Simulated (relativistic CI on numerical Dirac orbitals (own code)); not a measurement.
**Ta XXXIII: q coefficients and field-shift factors**

These numbers are calculated, not measured: Dirac-Coulomb-Breit CI, separate exchange-only KLI orbitals for each configuration, derivatives by finite differences, unscaled Slater integrals, QED left out (own radial code, finite nucleus).

Configurations in the expansion (outside the closed core [Ar] 3d10): 4s2 4p6 4d5, 4s2 4p5 4d6, 4s2 4p4 4d7, 4s 4p6 4d6, 4p6 4d7, 4s 4p5 4d7, 4s2 4p6 4d4 5s, 4s2 4p6 4d3 5s2. Levels of other configurations are missing.

With x = (α/α₀)² − 1 an excitation energy changes as ω = ω₀ + qx; K = 2q/ω₀ is the relative enhancement. Terms are leading LS components, so labels can repeat. The field-shift factor is F = δν/δ⟨r²⟩ for the transition from the lowest level.

Lowest level 4s2 4p6 4d5 4P_5/2.

```csv
Level,ω₀ (cm⁻¹),q (cm⁻¹),F (GHz/fm²)
4s2 4p6 4d5 6S_5/2,94091,118200,3.31
4s2 4p6 4d5 4G_7/2,134628,117100,3.32
4s2 4p6 4d5 4D_3/2,135638,119400,2.95
4s2 4p6 4d5 2H_11/2,144681,117600,3.82
4s2 4p6 4d5 4G_9/2,156101,122700,3.7
4s2 4p6 4d5 4D_5/2,161657,130600,3.5
4s2 4p6 4d5 4P_1/2,165744,137000,3.29
4s2 4p6 4d5 2F_7/2,179502,121500,3.13
4s2 4p6 4d5 2D_3/2,217348,145700,4.36
4s2 4p6 4d5 2D_5/2,224854,233200,6.12
4s2 4p6 4d5 4D_7/2,250057,245700,6.37
4s2 4p6 4d5 2I_11/2,258497,243700,7.08
4s2 4p6 4d5 4G_9/2,262137,242400,6.56
```

At this charge energies of transitions that change n are usually good to better than 1 %, and those within a shell (Δn = 0) to a few per cent. Terms inside the open d or f shell come out 10 to 20 % too wide with unscaled integrals.

**Question.** Which transition from the lowest level has the largest |K|?

**Answer.** 4s2 4p6 4d5 6S_5/2 at 94091 cm⁻¹, K = 2.51.
